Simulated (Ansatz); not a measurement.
Reactions of `[NH]=[Nb]([NH2])([OH])[OH]`.

Isolated molecules relaxed with PBE0-D4/def2-TZVP in Ansatz; ΔE leaves out vibrations. CBS: MP2 limit from def2 TZ/QZ plus the TZ coupled-cluster correction, frozen cores. This one scheme is used for every species. DFT in def2-TZVPP. B3LYP here is the variant with VWN-RPA as its local correlation; programs differ in this. def2 core potentials past Kr. For Nb outer-core shells are correlated without core-valence functions, which leaves a few kJ/mol of doubt a bond. Each species was taken in one conformer, which may not be the lowest.

```
                                                                reaction  B3LYP-D4 (eV)  B97M-V (eV)  CCSD(T)/CBS(def2) (eV)
  `[NH]=[Nb]([NH2])([OH])[OH]` + H₂O → `[NH]=[Nb]([OH])([OH])[OH]` + NH₃          -0.24        -0.30                   -0.17
  `[NH]=[Nb]([NH2])([OH])[OH]` + H–F → `[NH]=[Nb]([NH2])([OH])[F]` + H₂O          -0.46        -0.52                   -0.40
   `[NH]=[Nb]([NH2])([OH])[OH]` + H–F → `[NH]=[Nb]([OH])([OH])[F]` + NH₃          -0.98        -1.09                   -0.85
`[NH]=[Nb]([NH2])([OH])[OH]` + NH₃ → `[NH]=[Nb]([NH2])([NH2])[OH]` + H₂O           0.59         0.64                    0.53
```

Largest T1 diagnostic: 0.021, for `[NH]=[Nb]([OH])([OH])[OH]`.
